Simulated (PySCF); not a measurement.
Si(CF3)(F)(H)2 (CH2F4Si), SMILES F[SiH2]C(F)(F)F. Atoms are numbered in the order given.

```xyz
8

Si     0.6017    -1.0915     0.0000
F     -0.6850    -2.0741     0.0000
C     -0.0381     0.7246     0.0000
F     -0.7750     1.0097    -1.0792
F     -0.7750     1.0097     1.0792
F      1.0166     1.5586     0.0000
H      1.3851    -1.3007    -1.2414
H      1.3851    -1.3007     1.2414
```
Charge 0, spin multiplicity 1.

Coordinates come from a PBE0-D3(BJ)/def2-SVP optimisation.

Two levels are set side by side: PBE/pcSseg-1 (PySCF) and PBE0/pcSseg-1 (PySCF). GIAO shifts against CFCl3 (¹⁹F), TMS (²⁹Si), TMS (¹H), TMS (¹³C) at the same level; non-relativistic, no solvent, atoms listed together averaged. Differences are taken from unrounded values.

```
quantity                 PBE0
---------------------  ------
δ(²⁹Si) of Si1 (ppm)    -12.3
δ(¹⁹F) of F2 (ppm)     -231.8
δ(¹³C) of C3 (ppm)      133.1
δ(¹H) of H7, H8 (ppm)    5.25
```

Problem. What does PBE give, and how far is it from PBE0? (The exact figures need the calculation; the answer reports its results.)

Solution. 
| quantity | PBE | PBE minus PBE0 |
|---|---|---|
| δ(²⁹Si) of Si1 (ppm) | -13.2 | -0.8 |
| δ(¹⁹F) of F2 (ppm) | -254.3 | -22.4 |
| δ(¹³C) of C3 (ppm) | 138.4 | 5.4 |
| δ(¹H) of H7, H8 (ppm) | 5.39 | 0.14 |

Rough cost on one machine, each run with all the roots and properties that it gave: PBE0 against PBE within a factor of 2.
